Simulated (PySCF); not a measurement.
# Ti⁺ (titanium, charge +1) across methods

[Ar] 3d2 4s1, high-spin 4F determinant. Computed with PySCF 2.14 in x2c-QZVPPall with one added diffuse shell each of s, p, d, f, g type (12s8p6d4f3g, 121 functions), with scalar relativity by spin-free X2C-1e.

| method | E (hartree) | mean ε 3p β (eV) | mean ε 3d α (eV) | mean ε 4s α (eV) | Σ⟨r²⟩ (bohr²) | ⟨S²⟩ |
| --- | --- | --- | --- | --- | --- | --- |
| PBE | -853.256 | -44.903 | -12.523 | -10.871 | 28.70 | 3.750 |
| UHF | -852.55728 | -53.835 | -19.229 | -13.031 | 29.09 | 3.753 |
| PBE0 | -853.290 | -47.443 | -14.302 | -11.505 | 28.63 | 3.751 |
| r2SCAN | -853.449 | -45.708 | -12.963 | -11.034 | 28.58 | 3.751 |
| LC-wPBE | -853.316 | -50.185 | -17.118 | -13.537 | 28.56 | 3.751 |
| M06 | -853.420 | -47.689 | -13.629 | -11.388 | 28.71 | 3.750 |
| PBEsol | -852.279 | -44.856 | -12.434 | -10.908 | 28.61 | 3.750 |

(1) Estimate the same row for LDA.

Answers

(1) E (hartree) = -851.380; mean ε 3p β (eV) = -44.999; mean ε 3d α (eV) = -12.487; mean ε 4s α (eV) = -11.089; Σ⟨r²⟩ (bohr²) = 28.54; ⟨S²⟩ = 3.750.
